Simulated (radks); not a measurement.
Os III, configuration [Xe] 4f14 5d6. Method: Dirac Kohn-Sham, PBE, spin-unpolarised, spherical densities, finite nucleus; open shells fill j = l - 1/2 first; Fermi nuclear charge, rms radius 5.4126 fm; computed with a radial shooting solver on a logarithmic mesh with Libxc functionals.

Normalised radial functions P(r) = r R(r) (large component), r in bohr:

```
   r/bohr * 5s1/2, o 5p1/2, + 5p3/2 (the largest magnitude, 1.13, reaches the edge; | marks zero, & curves that meet)
 0.001817                             &  *
 0.002423                             &  *
 0.003258                             +o  *
 0.004345                             +o  *
 0.005795                             |&   *
 0.007729                             |+o  *
  0.01031                             | +o*
  0.01375                             |  &o
  0.01834                             |*  +o
  0.02446                           * |    +o
  0.03262                        *    |     +o
  0.04351                      *      |     &
  0.05803                      *      |  o +
  0.07802                           & +
   0.1041                      o +    |     *
   0.1388                   o+        |          *
   0.1851                       + o   |      *
   0.2469                       *     |  +  o
   0.3293              *              |           + o
   0.4392                    *        |        o +
   0.5858                      o   +  |         *
   0.7814      o   +                  |                         *
    1.042   &                         |                          *
    1.401        + o                  |                *
    1.869                  + o        |     *
    2.492                         +o  | *
    3.324                            &*
    4.434                             &
    5.914                             &
```

5s1/2: eigenvalue -108.07 eV, 4 radial nodes at r = 0.0210, 0.0841, 0.218, 0.510 bohr, <r> = 1.01 bohr, 90 % of the charge inside 1.45 bohr. 5p1/2: eigenvalue -76.528 eV, 3 radial nodes at r = 0.0708, 0.210, 0.520 bohr, <r> = 1.10 bohr, 90 % of the charge inside 1.60 bohr. 5p3/2: eigenvalue -64.336 eV, 3 radial nodes at r = 0.0788, 0.227, 0.560 bohr, <r> = 1.20 bohr, 90 % of the charge inside 1.75 bohr.
